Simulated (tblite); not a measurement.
Run record: tight-binding relaxation, `O=S(=O)(O)C1=C[CH2][GeH2][CH2]1`.

Computed with GFN2-xTB geometry optimisation, gas phase (tblite 0.8.0). Start geometry: from a force field or distance geometry. A driver script takes a list of jobs; this job's settings line and coordinates (Å) are shown.

Command:
```bash
OMP_NUM_THREADS=1 python probes_run.py task.json out
```

Input:
```
{"job": {"kind": "relax", "xc": "GFN2-xTB", "basis": "xTB"}, "charge": 0, "multiplicity": 1}
O      2.248300    -0.462300    -1.903600
S      2.160700    -0.045200    -0.464300
O      2.635500     1.361100    -0.286500
O      3.014300    -1.038700     0.547600
C      0.404400    -0.032700    -0.047200
C     -0.106000     0.772500     0.774100
C     -1.545500     0.731500     1.047400
Ge    -2.185700    -0.027500    -0.615000
C     -0.478900    -1.006300    -0.725100
H      3.523400    -0.475400     1.186900
H      0.517600     1.541600     1.333700
H     -1.756400     0.016700     1.898000
H     -1.967200     1.744300     1.272400
H     -3.394500    -0.948400    -0.477700
H     -2.255700     0.998600    -1.760200
H     -0.213400    -1.257000    -1.738900
H     -0.607900    -1.860800    -0.051500
```

Output:
```
step      E/eV     max force
  0    -814.80232    5.818
  1    -815.23130    4.225
  2    -815.45192    1.150
  3    -815.51729    0.751
  4    -815.59253    1.170
  5    -815.64266    0.543
  6    -815.66238    0.535
  7    -815.68336    0.454
  8    -815.69963    0.503
  9    -815.71329    0.470
... (103 lines left out)
113    -815.82848    0.010
114    -815.82850    0.011
115    -815.82853    0.014
116    -815.82855    0.013
117    -815.82858    0.019
118    -815.82863    0.026
119    -815.82872    0.028
120    -815.82879    0.022
121    -815.82883    0.011
122    -815.82884    0.010
```

«max force» is the largest atomic force in eV/Å.

Task: From which step on does the largest force stay under 0.1 eV/Å, and how much energy is left to gain from there?

Result: From step 43 (0.098 eV/Å), 25.0 meV above the end.

Summary of the converged run: energy lowered by 23.7 kcal/mol over 122 steps; largest atomic force 0.010 eV/Å at the end.

Task: Where do the atoms end?

Result: 0.650 Å rms from the input after alignment:
```
atom  x, y, z in Å
O1     2.4994   -0.1114   -1.7467
S2     2.1984    0.0281   -0.3597
O3     2.8800    1.0275    0.4100
O4     2.4965   -1.3932    0.3724
C5     0.4504    0.1255   -0.1316
C6    -0.0663    0.9752    0.7341
C7    -1.5522    1.0215    0.9169
Ge8   -2.2026   -0.3450   -0.3792
C9    -0.3584   -0.8049   -0.9542
H10    3.0696   -1.2326    1.1226
H11    0.5728    1.6356    1.3006
H12   -1.8092    0.7958    1.9525
H13   -1.9242    2.0260    0.7138
H14   -2.9565   -1.4841    0.2546
H15   -3.0819    0.2122   -1.4647
H16   -0.1535   -0.6300   -2.0098
H17   -0.0693   -1.8340   -0.7415
```

On an Arm Neoverse N1 with one thread, shared host with 64 logical CPUs at a one-minute load of 61, this took 1.8 s of wall time.
Labels such as C1 count atoms from 1, the log's own numbers from 0.
